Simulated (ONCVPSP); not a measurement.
## Plane-wave convergence, ONCV potential for gallium (Ga)

ONCVPSP 4.0.1 input, shortened (lines: element, Z, core and valence counts, functional; n l f; lmax; l rc ep ncon nbas qcut; lloc lpopt rc5 dvloc0; l nproj debl; icmod fcfact rcfact), PBEsol, scalar-relativistic:

```
  Ga 31.00    6    2  -116133      upf
    1    0    2.00
    2    0    2.00
    2    1    6.00
    3    0    2.00
    3    1    6.00
    3    2   10.00
    4    0    1.50
    4    1    1.50
    2
    0    1.50    0.00    5    8    4.40
    1    2.75    0.00    4    7    3.40
    2    2.70    0.44    4    7    4.00
    0    5    1.50    0.00
    0    0    2.90
    1    1    0.80
    2    3    0.60
    3    5.00    1.45
```

Q: For each optimised wave give the share of its norm inside rc, the residual kinetic energy above qcut (Ha) and the cutoffs (Ha) for errors of 10, 1, 0.1 and 0.01 mHa per electron.

A:

```csv
wave,norm inside rc,residual KE,10 mHa,1 mHa,0.1 mHa,0.01 mHa
4s,0.167,8.9e-03,6.0,61.2,74.2,83.1
4p,0.417,2.6e-05,1.4,2.2,3.3,11.1
d projector 1,0.161,3.2e-05,1.7,3.8,6.6,18.2
d projector 2,0.346,4.8e-03,6.2,20.5,31.2,36.0
d projector 3,0.200,6.9e-03,6.0,37.1,43.1,55.1
```

The occupied waves need 61 Ha and 74 Ha for 1 and 0.1 mHa. Note: ghosts flagged at negative energy: p at -776.4 eV; GHOST(+) flagged for d at 16.6 eV. A true bound ghost makes a file unfit for plane-wave use.
